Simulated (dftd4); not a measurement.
HF$_{5}$OW, charge -1, doublet, at a GFN2-xTB geometry (such geometries of metal compounds can be far from the true shape) (the multiplicity is a formal guess); D4 for r2scan in dftd4.

dftd4 was given this input:
```
$ dftd4 mol.xyz --func r2scan --charge -1 --json dftd4.json --noedisp --grad

# file mol.xyz
8

W      0.00505346    -0.01037942     0.00239988
F     -0.80375424     1.65085138    -0.38170169
F      1.53224584     0.98657810     0.83391000
F      0.91685744     0.08254296    -1.78019062
F     -0.95289235    -0.00852994     1.76307770
F     -1.56828075    -0.91256508    -0.85102292
O      0.78841096    -1.61933741     0.37441518
H      1.20117308    -2.46712009     0.57043530
```

Task: Write the output that dftd4 gives for this input, abridged.

Result: 
```
                    ____  _____ _____     ____  _  _
      -------------|  _ \|  ___|_   _|---|  _ \| || |------------
     |             | | | | |_    | | ___ | | | | || |_           |
     |             | |_| |  _|   | ||___|| |_| |__   _|          |
     |             |____/|_|     |_|     |____/   |_|            |
     |             ===================================           |
     |            E. Caldeweyher, S. Ehlert & S. Grimme          |
     |          Mulliken Center for Theoretical Chemistry        |
     |                    University of Bonn                     |
      -----------------------------------------------------------

Rational (Becke-Johnson) damping: r2scan-D4-ATM
---------------------
  s6         1.0000
  s8         0.6019
  s9         1.0000
  a1         0.5156
  a2         5.7734
 alp        16.0000
--------------------

Dispersion energy:      -1.7017934494207E-03 Eh

Gradient norm:           9.8808986243291E-05 Eh/a0
--------------------------------------------------
     #    Z           dE/dx      dE/dy      dE/dz
--------------------------------------------------
     1   74 W    -9.665E-06  1.985E-05 -4.590E-06
     2    9 F    -1.682E-05  3.454E-05 -7.987E-06
     3    9 F     2.634E-05  1.877E-05  1.438E-05
     4    9 F     1.549E-05  2.835E-06 -3.170E-05
     5    9 F    -1.747E-05  1.229E-06  3.076E-05
     6    9 F    -2.832E-05 -1.471E-05 -1.532E-05
     7    8 O     1.929E-05 -3.962E-05  9.160E-06
     8    1 H     1.115E-05 -2.290E-05  5.296E-06
--------------------------------------------------

Virial:
--------------------------------------------------
      component           x          y          z
--------------------------------------------------
          x       2.980E-04 -6.265E-05  1.448E-05
          y      -6.265E-05  3.962E-04 -2.975E-05
          z       1.448E-05 -2.975E-05  2.744E-04
--------------------------------------------------

[Info] Dispersion results written to 'dftd4.txt'
[Info] JSON dump of results written to 'dftd4.json'
```
